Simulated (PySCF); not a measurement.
C₄H₉InO (SMILES C=[CH][In]([CH3])[O]C), singlet, at a GFN2-xTB geometry (such geometries of metal compounds can be far from the true shape) (all electrons, no relativity), with bond 5-2 at 2.4 times its length; CASSCF(6,4)/STO-3G (PySCF).

Input for PySCF:
```python
from pyscf import gto, scf, mcscf
import numpy

mol = gto.Mole()
mol.atom = '''
    In    0.16381423    0.38693349    0.17072301
    C     1.32703260    1.42763533    1.77054094
    H     1.71523092    0.62166225    2.38698478
    H     0.67613135    2.07689428    2.35040180
    H     3.27722189    2.81647955    0.73489220
    C    -1.03350786    0.83388805   -1.68210089
    C    -1.92278518   -0.01922091   -2.15359977
    H    -0.85663902    1.78175678   -2.17667241
    H    -2.50541723    0.18157770   -3.04756307
    H    -2.11677360   -0.96914288   -1.67006157
    O     0.38400370   -1.54569128    0.62808061
    C    -0.00890205   -2.74681904    0.03145517
    H    -0.05445786   -2.67882507   -1.06295474
    H     0.72317340   -3.52047663    0.29154917
    H    -0.99081171   -3.06687777    0.40145026
'''
mol.basis = 'sto-3g'
mol.verbose = 4
mol.build()

mf = scf.RHF(mol)
mf.kernel()
mc = mcscf.CASSCF(mf, 4, 6)
mc.fix_spin_(ss=0.0)
mc = mc.newton()
mc.kernel()
occ = numpy.linalg.eigvalsh(mc.fcisolver.make_rdm1(mc.ci, mc.ncas, mc.nelecas))[::-1]
ss = mc.fcisolver.spin_square(mc.ci, mc.ncas, mc.nelecas)[0]
print('natural occupations', occ.round(4), ' <S^2>', round(ss, 4))
```

Predict the main parts of the log of this PySCF run.


```
PySCF version 2.14.0

[INPUT] verbose = 4
[INPUT] num. atoms = 15
[INPUT] num. electrons = 90
[INPUT] charge = 0
[INPUT] spin (= nelec alpha-beta = 2S) = 0
[INPUT] symmetry False subgroup None
[INPUT] Mole.unit = angstrom
[INPUT] Symbol           X                Y                Z      unit          X                Y                Z       unit  Magmom
[INPUT]  1 In     0.163814230000   0.386933490000   0.170723010000 AA    0.309564030007   0.731198324522   0.322619732061 Bohr   0.0
[INPUT]  2 C      1.327032600000   1.427635330000   1.770540940000 AA    2.507728172369   2.697839779453   3.345837468930 Bohr   0.0
[INPUT]  3 H      1.715230920000   0.621662250000   2.386984780000 AA    3.241316679186   1.174771394481   4.510747497705 Bohr   0.0
[INPUT]  4 H      0.676131350000   2.076894280000   2.350401800000 AA    1.277703075732   3.924761378876   4.441615684685 Bohr   0.0
[INPUT]  5 H      3.277221890000   2.816479550000   0.734892200000 AA    6.193051821529   5.322374984938   1.388744989079 Bohr   0.0
[INPUT]  6 C     -1.033507860000   0.833888050000  -1.682100890000 AA   -1.953046802985   1.575820033048  -3.178709995987 Bohr   0.0
[INPUT]  7 C     -1.922785180000  -0.019220910000  -2.153599770000 AA   -3.633537386573  -0.036322255765  -4.069713747226 Bohr   0.0
[INPUT]  8 H     -0.856639020000   1.781756780000  -2.176672410000 AA   -1.618813135416   3.367032334787  -4.113314717797 Bohr   0.0
[INPUT]  9 H     -2.505417230000   0.181577700000  -3.047563070000 AA   -4.734552392466   0.343132123328  -5.759059549639 Bohr   0.0
[INPUT] 10 H     -2.116773600000  -0.969142880000  -1.670061570000 AA   -4.000122371710  -1.831414618772  -3.155958978461 Bohr   0.0
[INPUT] 11 O      0.384003700000  -1.545691280000   0.628080610000 AA    0.725661823820  -2.920933192328   1.186900337050 Bohr   0.0
[INPUT] 12 C     -0.008902050000  -2.746819040000   0.031455170000 AA   -0.016822436447  -5.190735699341   0.059441656502 Bohr   0.0
[INPUT] 13 H     -0.054457860000  -2.678825070000  -1.062954740000 AA   -0.102910440730  -5.062245717919  -2.008693341408 Bohr   0.0
[INPUT] 14 H      0.723173400000  -3.520476630000   0.291549170000 AA    1.366599666571  -6.652736658632   0.550948083144 Bohr   0.0
[INPUT] 15 H     -0.990811710000  -3.066877770000   0.401450260000 AA   -1.872362772912  -5.795559042817   0.758631044035 Bohr   0.0

nuclear repulsion = 548.835427130876
number of shells = 35
number of NR pGTOs = 183
number of NR cGTOs = 61
basis = sto-3g
ecp = {}

******** <class 'pyscf.scf.hf.RHF'> ********
method = RHF
initial guess = minao
damping factor = 0
level_shift factor = 0
DIIS = <class 'pyscf.scf.diis.CDIIS'>
diis_start_cycle = 1
diis_space = 8
diis_damp = 0
SCF conv_tol = 1e-09
SCF conv_tol_grad = None
SCF max_cycles = 50
direct_scf = True
direct_scf_tol = 1e-13
Set gradient conv threshold to 3.16228e-05
Initial guess from minao.
init E= -5896.01597979291
  HOMO = -0.373412591115253  LUMO = -0.24801931968394  gap/eV = 3.41212
cycle= 1 E= -5910.72881080722  delta_E= -14.7  |g|= 0.832  |ddm|= 4.67
  HOMO = 0.0282634824348473  LUMO = 0.056038372111798  gap/eV = 0.75579
cycle= 2 E= -5910.71339966419  delta_E= 0.0154  |g|= 0.902  |ddm|= 3.02
  HOMO = -0.116588680620779  LUMO = 0.0607055076430466  gap/eV = 4.82442
cycle= 3 E= -5911.15576477235  delta_E= -0.442  |g|= 0.245  |ddm|=  1.9
  HOMO = -0.165848362121789  LUMO = 0.0856963129463635  gap/eV = 6.84488
cycle= 4 E= -5911.17137337425  delta_E= -0.0156  |g|= 0.154  |ddm|= 0.518
  HOMO = -0.178483113516855  LUMO = 0.101702566684784  gap/eV = 7.62424
cycle= 5 E= -5911.1852811148  delta_E= -0.0139  |g|= 0.0461  |ddm|= 0.326
  HOMO = -0.183693142064504  LUMO = 0.101812444935726  gap/eV = 7.76900
cycle= 6 E= -5911.18692671013  delta_E= -0.00165  |g|= 0.0166  |ddm|= 0.118
  HOMO = -0.180686414665642  LUMO = 0.104056190752813  gap/eV = 7.74824
cycle= 7 E= -5911.18721226083  delta_E= -0.000286  |g|= 0.008  |ddm|= 0.0517
  HOMO = -0.178344414507067  LUMO = 0.105845008259562  gap/eV = 7.73319
cycle= 8 E= -5911.18730260117  delta_E= -9.03e-05  |g|= 0.00321  |ddm|= 0.0315
  HOMO = -0.179330400425397  LUMO = 0.105787548434436  gap/eV = 7.75845
cycle= 9 E= -5911.18732040177  delta_E= -1.78e-05  |g|= 0.0011  |ddm|= 0.0162
  HOMO = -0.179760068934753  LUMO = 0.105493786672412  gap/eV = 7.76215
cycle= 10 E= -5911.18732217461  delta_E= -1.77e-06  |g|= 0.000354  |ddm|= 0.00491
  HOMO = -0.179701945221459  LUMO = 0.105545726374701  gap/eV = 7.76198
cycle= 11 E= -5911.18732235838  delta_E= -1.84e-07  |g|= 0.000117  |ddm|= 0.00144
  HOMO = -0.179730912279637  LUMO = 0.105561121681904  gap/eV = 7.76319
cycle= 12 E= -5911.18732238649  delta_E= -2.81e-08  |g|= 4.27e-05  |ddm|= 0.00066
  HOMO = -0.179741722663425  LUMO = 0.105552865504715  gap/eV = 7.76326
cycle= 13 E= -5911.18732238884  delta_E= -2.35e-09  |g|= 1.03e-05  |ddm|= 0.000213
  HOMO = -0.179739078915985  LUMO = 0.105555125948656  gap/eV = 7.76325
cycle= 14 E= -5911.18732238894  delta_E= -9.73e-11  |g|= 4.57e-06  |ddm|= 2.57e-05
  HOMO = -0.179739176316816  LUMO = 0.105555248216318  gap/eV = 7.76326
Extra cycle  E= -5911.18732238884  delta_E= 1e-10  |g|= 3.87e-06  |ddm|= 1.43e-05
converged SCF energy = -5911.18732238884

******** <class 'pyscf.mcscf.newton_casscf.CASSCF'> ********
CAS (3e+3e, 4o), ncore = 42, nvir = 15
max_cycle_macro = 50
max_cycle_micro = 10
conv_tol = 1e-07
conv_tol_grad = None
orbital rotation max_stepsize = 0.03
augmented hessian ah_max_cycle = 30
augmented hessian ah_conv_tol = 1e-12
augmented hessian ah_linear dependence = 1e-14
augmented hessian ah_level shift = 1e-08
augmented hessian ah_start_tol = 500
augmented hessian ah_start_cycle = 3
augmented hessian ah_grad_trust_region = 3
kf_trust_region = 3
kf_interval = 5
natorb = False
canonicalization = True
internal_rotation = False
******** <class 'pyscf.fci.addons.SpinPenaltyFCISolver'> ********
max. cycles = 50
conv_tol = 1e-08
davidson only = True
linear dependence = 1e-12
level shift = 0.001
max iter space = 12
nroots = 1
pspace_size = 400
spin = None

WARN: SO-CASSCF (Second order CASSCF) is an experimental feature. Its performance is bad for large systems.

CASCI E = -5911.33141776261  dE = -5911.3314  S^2 = 0.0000000
Set conv_tol_grad to 0.000316228
macro 1 (20 JK  15 micro), CASSCF E = -5911.36236499275  dE = -0.03095  |grad|= 0.12  S^2 = 0.0000000
macro 2 (13 JK  8 micro), CASSCF E = -5911.36302422013  dE = -0.0006592  |grad|=0.0121  S^2 = 0.0000000
macro 3 (6 JK  2 micro), CASSCF E = -5911.36303138633  dE = -7.166e-06  |grad|=0.00516  S^2 = 0.0000000
macro 4 (6 JK  2 micro), CASSCF E = -5911.36303385014  dE = -2.464e-06  |grad|=0.00188  S^2 = 0.0000000
macro 5 (5 JK  1 micro), CASSCF E = -5911.36303385046  dE = -3.211e-10  |grad|=0.0019  S^2 = 0.0000000
macro 6 (5 JK  1 micro), CASSCF E = -5911.36303385049  dE = -3.274e-11  |grad|=0.0019  S^2 = 0.0000000
macro 7 (5 JK  1 micro), CASSCF E = -5911.3630338505  dE = -5.457e-12  |grad|=0.0019  S^2 = 0.0000000
macro 8 (5 JK  1 micro), CASSCF E = -5911.36303385049  dE = 1.819e-12  |grad|=0.0019  S^2 = 0.0000000
macro 9 (5 JK  1 micro), CASSCF E = -5911.36303385049  dE = 0  |grad|=0.0019  S^2 = 0.0000000
macro 10 (6 JK  2 micro), CASSCF E = -5911.36303414658  dE = -2.961e-07  |grad|=0.000654  S^2 = 0.0000000
macro 11 (11 JK  7 micro), CASSCF E = -5911.36303536936  dE = -1.223e-06  |grad|=0.00059  S^2 = 0.0000000
macro 12 (11 JK  7 micro), CASSCF E = -5911.36304185999  dE = -6.491e-06  |grad|=0.000662  S^2 = 0.0000000
macro 13 (11 JK  7 micro), CASSCF E = -5911.3630574352  dE = -1.558e-05  |grad|=0.000914  S^2 = 0.0000000
macro 14 (11 JK  7 micro), CASSCF E = -5911.36307551479  dE = -1.808e-05  |grad|=0.000571  S^2 = 0.0000000
macro 15 (11 JK  7 micro), CASSCF E = -5911.36308966803  dE = -1.415e-05  |grad|=0.000415  S^2 = 0.0000000
macro 16 (11 JK  7 micro), CASSCF E = -5911.36309814967  dE = -8.482e-06  |grad|=0.000193  S^2 = 0.0000000
macro 17 (8 JK  4 micro), CASSCF E = -5911.36309987181  dE = -1.722e-06  |grad|=6.7e-05  S^2 = 0.0000000
macro 18 (12 JK  9 micro), CASSCF E = -5911.36310006589  dE = -1.941e-07  |grad|=6.65e-05  S^2 = 0.0000000
macro 19 (11 JK  7 micro), CASSCF E = -5911.36310049544  dE = -4.295e-07  |grad|=0.000113  S^2 = 0.0000000
macro 20 (11 JK  7 micro), CASSCF E = -5911.36310228298  dE = -1.788e-06  |grad|=0.000103  S^2 = 0.0000000
macro 21 (11 JK  7 micro), CASSCF E = -5911.36310650563  dE = -4.223e-06  |grad|=0.000105  S^2 = 0.0000000
macro 22 (11 JK  7 micro), CASSCF E = -5911.36311207122  dE = -5.566e-06  |grad|=0.000115  S^2 = 0.0000000
macro 23 (11 JK  7 micro), CASSCF E = -5911.36311479881  dE = -2.728e-06  |grad|=0.000111  S^2 = 0.0000000
macro 24 (12 JK  8 micro), CASSCF E = -5911.36311505061  dE = -2.518e-07  |grad|=0.000277  S^2 = 0.0000000
macro 25 (8 JK  4 micro), CASSCF E = -5911.36311505068  dE = -6.457e-11  |grad|=7.82e-05  S^2 = 0.0000000
newton CASSCF converged in 25 macro (51 KF 186 Hx) steps
CASSCF canonicalization
Density matrix diagonal elements [1.99905926 1.99962985 1.30807036 0.69324053]
CASSCF energy = -5911.36311505068
CASCI E = -5911.36311505068  E(CI) = -8.48940001227038  S^2 = 0.0000000
natural occupations [2.     1.9999 1.3084 0.6917]  <S^2> 0.0
```
